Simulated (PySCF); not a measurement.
# Working with the constants of CsAl⁺

UHF-CCSD(T) constants of CsAl⁺, ²Σ⁺ (doublet), unpaired electrons σ ↑ (Cs def2-SVPD with ECP46, Al def2-SVPD; scalar-relativistic core potentials (PySCF 2.14); masses 132.9054 and 26.9815 u):

- ωe: 67.3 cm⁻¹
- ωexe: 0.399 cm⁻¹
- Be: 0.038266 cm⁻¹
- αe: 0.000304 cm⁻¹
- D (centrifugal): 4.95e-08 cm⁻¹
- De to Cs⁺ + Al: 0.377 eV

Question: Give the vibrational terms G(v) and spacings up to v = 6.

Answer: G(v) = ωe(v+½) − ωexe(v+½)².

| v | G(v) (cm⁻¹) | G(v) − G(v−1) | Bv (cm⁻¹) |
| --- | --- | --- | --- |
| 0 | 33.6 |  | 0.03811 |
| 1 | 100.1 | 66.5 | 0.03781 |
| 2 | 165.8 | 65.7 | 0.03751 |
| 3 | 230.7 | 64.9 | 0.03720 |
| 4 | 294.8 | 64.1 | 0.03690 |
| 5 | 358.1 | 63.3 | 0.03659 |
| 6 | 420.6 | 62.5 | 0.03629 |

Question: How well does the Morse estimate ωe²/(4ωexe) reproduce De, and what is D0?

Answer: It gives 0.352 eV, 93 % of the computed De. D0 = De − G(0) = 0.377 − 0.004 = 0.373 eV.

Correlated steps freeze 5 core orbitals. The bond is weak. Basis-set superposition, not corrected here, can be much of De in a small basis, most of all at correlated wavefunction levels. These are scalar-relativistic numbers at best; spin–orbit coupling would shift them, the dissociation energy most. For an ion De counts to the pair picked by the measured ionisation energies or electron affinities, which need not be the lowest pair at this level. The state is the lowest determinant that a PBE0 search found; another state may lie lower at other levels.
